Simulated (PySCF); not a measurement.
Relaxation of triplet HAuO

Computed with PySCF, UPBE0, basis Au def2-TZVP with ECP60, O def2-TZVP, H def2-TZVP (scalar-relativistic core potentials, no spin–orbit coupling, density fitting). A (50,194) grid was used.

A hand-made linear start, of C∞v symmetry, held to at least that symmetry:

```xyz
3
charge 0 multiplicity 3, angstrom
Au    0.0000    0.0000    0.1257
O     0.0000    0.0000   -1.6543
H     0.0000    0.0000    1.6857
```

Optimiser trace:
```tsv
step	E − E(last) (kJ/mol)	largest gradient (Eh/bohr)
0	19.59	0.06676
1	0.04	0.00160
2	0.00	0.00048
3	0.00	0.00002
```

It ends at C∞v with Au–H 1.598 Å, Au–O 1.903 Å; H–Au–O 180.0° (after a last refinement on a finer grid). A frequency run shows 2 imaginary modes (one degenerate set), down to 308i cm⁻¹, so it is a higher-order saddle point. Other isomers or separated fragments may lie lower.

Final geometry:
Z-matrix (Å, degrees; charge 0 multiplicity 3):
```
Au
O  1 1.9032
H  1 1.5977 2 180.00
```

Open d and f shells are described by one determinant, and the ground state may have another occupation or spin. With an element this heavy the missing spin–orbit coupling can shift these numbers.
